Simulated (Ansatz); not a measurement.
(1) Predict a relaxed structure of `C[SiH2]N(C)[SiH2]N(C)[SiH2]N(C)C`, charge 0, singlet, at PBE-D4/def2-SVP (Ansatz).

## Answers

(1) 
Cartesian coordinates in Å:
```
C 1.5416 -2.5810 -2.8293
Si 2.4896 -2.4457 -1.2002
N 1.9958 -1.0486 -0.2446
C 2.2529 0.2773 -0.8168
Si 1.1247 -1.1088 1.2794
N -0.5061 -0.4653 1.1186
C -1.3848 -1.1249 0.1431
Si -1.1976 0.8335 2.0781
N -1.8893 2.0346 1.0098
C -3.1434 2.7085 1.2740
C -1.0839 2.6468 -0.0282
H 0.4573 -2.7314 -2.6505
H 1.6659 -1.6641 -3.4414
H 1.9149 -3.4378 -3.4278
H 2.2657 -3.6721 -0.3611
H 3.9588 -2.3120 -1.5277
H 3.2202 0.2988 -1.3679
H 1.4593 0.6093 -1.5268
H 2.3220 1.0507 -0.0202
H 1.7999 -0.2490 2.3105
H 1.1142 -2.5589 1.6772
H -1.8559 -2.0504 0.5472
H -2.1977 -0.4375 -0.1728
H -0.8208 -1.4072 -0.7728
H -2.3605 0.4077 2.9386
H -0.0641 1.3077 2.9520
H -3.0057 3.7611 1.6261
H -3.7785 2.7549 0.3571
H -3.7174 2.1682 2.0535
H -0.7672 3.6892 0.2251
H -0.1694 2.0461 -0.2085
H -1.6405 2.7007 -0.9940
```
 This is one stationary point.
